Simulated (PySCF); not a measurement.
Computed shifts of a molecule C₃H₁₄Si₃, PBE/pcSseg-1 (PySCF), GIAO, gas phase, atoms alike by connectivity averaged where their shifts nearly agree, in ppm (number of nuclei): ¹³C: 14.5 (1), 9.8 (1), -4.3 (1). ²⁹Si: -30.5 (1), -64.8 (1), -115.3 (1). ¹H: 4.50 (1), 4.38 (2), 4.24 (1), 3.81 (3), 1.38 (1), 1.01 (1), 0.91 (2), 0.51 (3). References: ¹³C against TMS (σ = 182.0 ppm); ²⁹Si against TMS (σ = 335.4 ppm); ¹H against TMS (σ = 31.49 ppm), references at their B3LYP-D3(BJ)/def2-TZVP geometries, non-relativistic. Geometry: B3LYP-D3(BJ)/def2-SVP. Other conformers were not sampled.

Q: Which molecule gave these data?
A. CC(C)[SiH]([SiH3])[SiH3]
B. C[SiH2]CC[SiH2][SiH3]
C. CC[SiH2][SiH2]C[SiH3]
D. C[SiH2]C[Si@H](C)[SiH3]

A: B, C[SiH2]CC[SiH2][SiH3]
